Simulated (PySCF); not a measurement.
## Oscillator strengths, rates and cross-sections

C6H7BOS2.
Geometry (PBE0-D3(BJ)/def2-SVP, Å), atoms numbered from 1 in this order:
```xyz
17
C6H7BOS2 angstrom
B     -3.263    0.766    0.489
S     -3.356   -1.014    0.609
C     -1.551   -1.279    0.538
C     -0.879   -0.208   -0.308
C      0.591   -0.169   -0.135
C      1.627   -0.129   -1.026
C      2.824   -0.078   -0.245
C      2.419   -0.090    1.056
O      1.074   -0.146    1.128
S     -1.660    1.435    0.090
H     -4.224    1.467    0.660
H     -1.356   -2.278    0.120
H     -1.159   -1.248    1.566
H     -1.088   -0.381   -1.375
H      1.540   -0.132   -2.110
H      3.850   -0.038   -0.605
H      2.950   -0.067    2.003
```

Computed with TDDFT PBE0/def2-SVPD, vertical, gas phase, core orbitals frozen in the response in PySCF 2.14.0, density-fitted response routines.

Computed singlets with f of 0.002 or more:

```csv
state,ν̃ (cm⁻¹),f
S1,40470,0.034
S2,41690,0.0093
S3,42740,0.174
S4,45580,0.178
S5,48530,0.067
S6,50510,0.028
S7,50800,0.0047
S8,51670,0.012
S9,52650,0.015
S10,53030,0.0062
```

**Question.** Turn these into Einstein A coefficients, radiative lifetimes, transition dipoles and integrated cross-sections.

**Answer.** For one non-degenerate pair of states in vacuum, A = 0.6670 f ν̃² s⁻¹ with ν̃ in cm⁻¹, τ = 1/A, |μ|² = 3f / (2ΔE) in atomic units, and the integrated cross-section is ∫σ dE = 109.76 f Mb·eV.

| state | A (s⁻¹) | τ | \|μ\| (D) | ∫σ dE (Mb·eV) |
| --- | --- | --- | --- | --- |
| S1 | 3.7×10⁷ | 27 ns | 1.33 | 3.7 |
| S2 | 1.1×10⁷ | 93 ns | 0.69 | 1 |
| S3 | 2.1×10⁸ | 4.7 ns | 2.94 | 19 |
| S4 | 2.5×10⁸ | 4.1 ns | 2.88 | 20 |
| S5 | 1.0×10⁸ | 9.6 ns | 1.71 | 7.3 |
| S6 | 4.8×10⁷ | 21 ns | 1.10 | 3.1 |
| S7 | 8.1×10⁶ | 120 ns | 0.45 | 0.52 |
| S8 | 2.1×10⁷ | 48 ns | 0.69 | 1.3 |
| S9 | 2.8×10⁷ | 35 ns | 0.79 | 1.7 |
| S10 | 1.2×10⁷ | 86 ns | 0.50 | 0.68 |

Leading configurations: S1 H→L (78%); S2 H→L+1 (45%); S3 H-1→L (64%); S4 H-1→L+1 (59%); S5 H→L+2 (78%); S6 H-1→L+2 (71%); S7 H-4→L (35%); S8 H→L+3 (57%); S9 H→L+4 (24%); S10 H-1→L+3 (46%) (H = HOMO, L = LUMO).

Only emission to the ground state at the vertical energy is counted.

**Question.** How much energy does a mole of photons resonant with S4 carry?

**Answer.** 5.651 eV × 96.485 = 545 kJ/mol (130 kcal/mol).

**Question.** By what factor does the largest A in the list exceed the smallest?

**Answer.** S4 has 30 times the rate of S7.

**Question.** What is the integrated cross-section of all computed states together?

**Answer.** Σf = 0.527 over S1 to S10, so 109.76 × Σf ≈ 57.9 Mb·eV.

All these states lie below the vertical ionisation energy of 8.38 eV (ΔSCF).

One conformer stands for the species.
